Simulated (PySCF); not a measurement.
CH4NO, SMILES NC=[OH+], charge +1. Coordinates come from a B3LYP-D3(BJ)/def2-TZVP optimisation. The isomer is the one that the SMILES or the coordinates give; other isomers of the formula were not compared. One conformer was computed; it need not be the lowest.

Computed equilibrium geometry at B3LYP-D3(BJ)/def2-TZVP (PySCF confirms it by a frequency run) as bond lengths and angles, and its point group (one conformer of several):
point group Cs.
Atoms: N1 C2 O3 H4 H5 H6 H7. Bonds (Å): N1–C2 1.295, N1–H4 1.015, N1–H5 1.014, C2–O3 1.283, C2–H6 1.086, O3–H7 0.975. Angles (°): C2–N1–H4 123.5, C2–N1–H5 119.7, H4–N1–H5 116.8, N1–C2–O3 126.5, N1–C2–H6 119.2, O3–C2–H6 114.3, C2–O3–H7 116.7.
Charge +1, spin multiplicity 1.
